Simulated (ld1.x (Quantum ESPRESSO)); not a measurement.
# Building the PAW potential for Xe (LDA (PZ), scalar-relativistic).

ld1.x (Quantum ESPRESSO) 7.5 input, shortened:

```
&input
   title='Xe', zed=54., rel=1, dft='PZ', iswitch=3,
   config='[Kr] 4d10 5s2 5p6'
 /
 &inputp
   pseudotype=3, lpaw=.true., tm=.true., lloc=-2, rcloc=1.45,
   nlcc=.true., new_core_ps=.true., rcore=0.95,
   which_augfun='PSQ', rmatch_augfun_nc=.true.
 /
6
5S  1  0   2.00   0.00  1.35  1.70  0.0
5S  1  0   0.00  -0.15  1.35  1.70  0.0
5P  2  1   6.00   0.00  1.95  2.15  0.0
5P  2  1   0.00  -0.05  1.95  2.15  0.0
4D  3  2  10.00   0.00  0.75  1.00  0.0
4D  3  2   0.00  -3.25  0.75  1.00  0.0
 &test
   configts(1)='4d10 5s2 5p6'
 /
```

All-electron outer shells of the reference configuration (LDA (PZ), scalar-relativistic, ld1.x):

| shell | level (eV) | outermost node (bohr) | outermost maximum (bohr) |
| --- | --- | --- | --- |
| 4s | -196.99 | 0.36 | 0.66 |
| 4p | -141.02 | 0.36 | 0.69 |
| 4d | -59.45 | 0.34 | 0.75 |
| 5s | -19.98 | 0.85 | 1.63 |
| 5p | -8.39 | 0.92 | 1.91 |

Problem. Does the generator finish with these settings?

Solution. Yes, a potential is produced and its reference levels are reproduced.

Problem. Estimate the cutoffs (Ry, on a coarse ladder) from which the occupation-weighted sum of valence levels, in a spherical-Bessel basis at the reference potential, stays within 10 and 1 mRy of its value at 400 Ry.

Solution. 160 Ry and 260 Ry.

Problem. Does the potential have ghost states?

Solution. No extra level below or beside the all-electron valence levels (s, p, d, f tested).

Problem. Is the overlap operator S = 1 + Σ q|β⟩⟨β| positive definite (Bessel basis up to 400 Ry)?

Solution. Yes: its lowest eigenvalue is 0.42 (s channel).

Problem. Which valence shell sets the plane-wave cutoff?

Solution. 4d: its level needs 160 Ry to come within 1 mRy, against 18 Ry for 5s.

Problem. Tests: 4d10 5s2 5p5; 4d10 5s2 5p4; 4d10 5s2 5p3; 4d10 5s2 5p5.5; 4d10 5s1 5p6; 4d9 5s2 5p6; 4d10 5s2 5p2. Which has the largest error in its energy relative to the reference configuration, and how large is it?

Solution. 4d9 5s2 5p6, with -49 meV (all-electron minus pseudo) on +67.79 eV.
